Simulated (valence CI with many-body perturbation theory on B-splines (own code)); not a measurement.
E1 line list for Mo XXXVIII

Method: relativistic CI+MBPT: three valence electrons over a frozen Dirac-Fock core [He], a basis of 11 s, 11 p, 10 d, 8 f, 5 g, 2 h functions for each j, with the one-electron correlation potential Σ1 (screened to all orders), the two-electron term Σ2, the three-electron term Σ3, Breit, model QED; selected single and double excitations, second order for the rest, scaled by the run's own slope (own B-spline code, finite nucleus).

The last digits are not significant, and no measured levels were compared; by estimate large intervals hold to a few tenths of a per cent, small ones and those within an open d or f shell to about a per cent.

Lines 51 to 100 of 589 in falling wavelength, among levels below 316.58 Ry, chosen from the strongest by gf and those to the six lowest levels. Wavelengths and rates use the calculated energies. Electric multipoles are in the length gauge with retardation, E1 and E2 with the static RPA response of the core. Weak lines are less certain than strong ones. Lines between different terms over intervals too small for the method are left out, as are lines whose strength nearly cancels. The highest levels of a list are the least certain.

Levels are named by their leading jj configuration (3d3/2^4 stands for four electrons in 3d with j = 3/2), which in mixed levels can hold well under half, so a name can repeat and another be missing. Letters in brackets count levels of one name in rising energy.

| λ vac (Å) | Upper | Lower | A (s⁻¹) | S (a.u.) |
| --- | --- | --- | --- | --- |
| 392.7 | (2s 2p3/2 4p3/2) J=1/2 [a] | (2s 2p3/2 4s) J=3/2 | 3.89e+09 | 2.32e-01 |
| 387.8 | (2s 2p3/2 4p3/2) J=3/2 [b] | (2s 2p3/2 4s) J=1/2 | 2.06e+09 | 2.37e-01 |
| 379.5 | (2s 2p1/2 4p3/2) J=3/2 [b] | (2s 2p1/2 4s) J=3/2 | 1.63e+09 | 1.76e-01 |
| 377.0 | (2s 2p3/2 4p3/2) J=1/2 [b] | (2s 2p3/2 4s) J=1/2 | 3.49e+09 | 1.85e-01 |
| 365.4 | (2s 2p3/2 4d5/2) J=7/2 [a] | (2s 2p3/2 4p1/2) J=5/2 | 7.50e+08 | 1.44e-01 |
| 361.3 | (2s 2p3/2 4p3/2) J=5/2 [a] | (2s 2p3/2 4s) J=5/2 | 2.20e+09 | 3.07e-01 |
| 322.2 | (2p1/2 2p3/2 3d5/2) J=7/2 [a] | (2p1/2 2p3/2 3p3/2) J=5/2 [a] | 1.31e+09 | 1.72e-01 |
| 322.0 | (2p3/2^2 3d5/2) J=7/2 | (2p3/2^2 3p3/2) J=5/2 | 1.21e+09 | 1.59e-01 |
| 321.8 | (2s 2p3/2 3d5/2) J=9/2 | (2s 2p3/2 3p3/2) J=7/2 | 1.58e+09 | 2.59e-01 |
| 320.1 | (2p1/2 2p3/2 3d5/2) J=9/2 | (2p1/2 2p3/2 3p3/2) J=7/2 | 1.88e+09 | 3.04e-01 |
| 314.2 | (2p3/2^2 3d5/2) J=9/2 | (2p3/2^2 3p3/2) J=7/2 | 1.88e+09 | 2.88e-01 |
| 308.8 | (2s 2p1/2 3d5/2) J=7/2 | (2s 2p1/2 3p3/2) J=5/2 | 1.79e+09 | 2.08e-01 |
| 301.4 | (2p3/2^2 3d5/2) J=5/2 [b] | (2p3/2^2 3p3/2) J=3/2 [b] | 2.08e+09 | 1.69e-01 |
| 300.2 | (2p1/2 2p3/2 3d5/2) J=7/2 [b] | (2p1/2 2p3/2 3p3/2) J=5/2 [b] | 1.92e+09 | 2.05e-01 |
| 287.0 | (2s 2p3/2 3d5/2) J=7/2 [b] | (2s 2p3/2 3p3/2) J=5/2 [b] | 1.97e+09 | 1.83e-01 |
| 267.3 | (2s^2 3d5/2) J=5/2 | (2s^2 3p3/2) J=3/2 | 2.33e+09 | 1.32e-01 |
| 261.0 | (2s 2p1/2 3d5/2) J=5/2 [b] | (2s 2p1/2 3p3/2) J=3/2 [b] | 2.58e+09 | 1.36e-01 |
| 257.4 | (2s 2p3/2 3d5/2) J=7/2 [a] | (2s 2p3/2 3p3/2) J=5/2 [a] | 2.32e+09 | 1.56e-01 |
| 208.8 | (2p3/2^2 3p3/2) J=7/2 | (2p1/2 2p3/2 3d5/2) J=5/2 [c] | 3.36e+09 | 1.21e-01 |
| 206.1 | (2s 2p3/2 3p3/2) J=3/2 [a] | (2s 2p3/2 3s) J=3/2 [a] | 4.56e+09 | 7.89e-02 |
| 200.6 | (2p1/2 2p3/2 3p3/2) J=7/2 | (2p1/2 2p3/2 3s) J=5/2 | 7.16e+09 | 2.28e-01 |
| 198.6 | (2s 2p3/2 3d3/2) J=7/2 | (2s 2p3/2 3p1/2) J=5/2 | 3.94e+09 | 1.22e-01 |
| 198.1 | (2p1/2 2p3/2 3d3/2) J=5/2 | (2p1/2 2p3/2 3p1/2) J=3/2 [a] | 5.12e+09 | 1.18e-01 |
| 196.2 | (2p1/2 2p3/2 3d3/2) J=7/2 | (2p1/2 2p3/2 3p1/2) J=5/2 | 4.26e+09 | 1.27e-01 |
| 193.5 | (2s 2p1/2 3d3/2) J=5/2 | (2s 2p1/2 3p1/2) J=3/2 | 4.15e+09 | 8.90e-02 |
| 193.1 | (2p1/2 2p3/2 3p3/2) J=5/2 [a] | (2p1/2 2p3/2 3s) J=3/2 [a] | 6.10e+09 | 1.30e-01 |
| 192.3 | (2s 2p3/2 3d3/2) J=5/2 [b] | (2s 2p3/2 3p1/2) J=3/2 [b] | 3.90e+09 | 8.22e-02 |
| 191.0 | (2p3/2^2 3d3/2) J=7/2 | (2p3/2^2 3p1/2) J=5/2 | 6.69e+09 | 1.84e-01 |
| 190.3 | (2p1/2^2 3d3/2) J=3/2 | (2p1/2^2 3p1/2) J=1/2 | 6.52e+09 | 8.88e-02 |
| 188.6 | (2s 2p3/2 3p3/2) J=7/2 | (2s 2p1/2 3d5/2) J=5/2 [a] | 3.83e+09 | 1.01e-01 |
| 187.0 | (2s 2p1/2 3d3/2) J=3/2 [a] | (2s 2p1/2 3p1/2) J=1/2 [a] | 6.20e+09 | 8.00e-02 |
| 186.7 | (2s 2p1/2 3p3/2) J=3/2 [b] | (2s 2p1/2 3s) J=1/2 [b] | 5.68e+09 | 7.30e-02 |
| 186.6 | (2p3/2^2 3d3/2) J=3/2 [b] | (2p3/2^2 3p1/2) J=1/2 | 7.32e+09 | 9.39e-02 |
| 185.3 | (2s 2p3/2 3p3/2) J=5/2 [b] | (2s 2p3/2 3s) J=3/2 [b] | 7.00e+09 | 1.32e-01 |
| 181.0 | (2s^2 3d3/2) J=3/2 | (2s^2 3p1/2) J=1/2 | 5.87e+09 | 6.87e-02 |
| 179.4 | (2p1/2 2p3/2 3p3/2) J=7/2 | (2p1/2^2 3d5/2) J=5/2 | 4.11e+09 | 9.36e-02 |
| 178.5 | (2p3/2^2 3p3/2) J=7/2 | (2p3/2^2 3s) J=5/2 | 6.42e+09 | 1.44e-01 |
| 176.9 | (2p3/2^2 3p3/2) J=3/2 [b] | (2p3/2^2 3s) J=1/2 | 1.23e+10 | 1.34e-01 |
| 176.6 | (2p1/2^2 3p3/2) J=3/2 | (2p1/2^2 3s) J=1/2 | 1.38e+10 | 1.50e-01 |
| 174.9 | (2s 2p3/2 3p3/2) J=5/2 [a] | (2s 2p3/2 3s) J=3/2 [a] | 6.32e+09 | 1.00e-01 |
| 171.6 | (2p1/2 2p3/2 3p3/2) J=5/2 [b] | (2p1/2 2p3/2 3s) J=3/2 [b] | 1.01e+10 | 1.52e-01 |
| 168.9 | (2s^2 3p3/2) J=3/2 | (2s^2 3s) J=1/2 | 1.01e+10 | 9.59e-02 |
| 167.7 | (2s 2p3/2 3p3/2) J=7/2 | (2s 2p3/2 3s) J=5/2 | 8.27e+09 | 1.54e-01 |
| 167.3 | (2s 2p1/2 3p3/2) J=5/2 | (2s 2p1/2 3s) J=3/2 | 1.46e+10 | 2.03e-01 |
| 162.0 | (2s 2p1/2 3p3/2) J=3/2 [a] | (2s 2p1/2 3s) J=1/2 [a] | 1.39e+10 | 1.17e-01 |
| 149.1 | (2p1/2 2p3/2 3p3/2) J=1/2 [b] | (2p1/2 2p3/2 3s) J=3/2 [b] | 1.71e+10 | 5.59e-02 |
| 147.7 | (2p1/2 2p3/2 3p3/2) J=3/2 [b] | (2p1/2 2p3/2 3s) J=3/2 [a] | 9.32e+09 | 5.92e-02 |
| 141.7 | (2p3/2^2 3p3/2) J=3/2 [a] | (2p3/2^2 3s) J=3/2 | 1.30e+10 | 7.32e-02 |
| 120.7 | (2s 2p1/2 2p3/2) J=5/2 | (2s^2 2p3/2) J=3/2 | 1.92e+09 | 9.97e-03 |
| 98.94 | (2p1/2^2 2p3/2) J=3/2 | (2s 2p1/2 2p3/2) J=3/2 [b] | 4.72e+09 | 9.03e-03 |
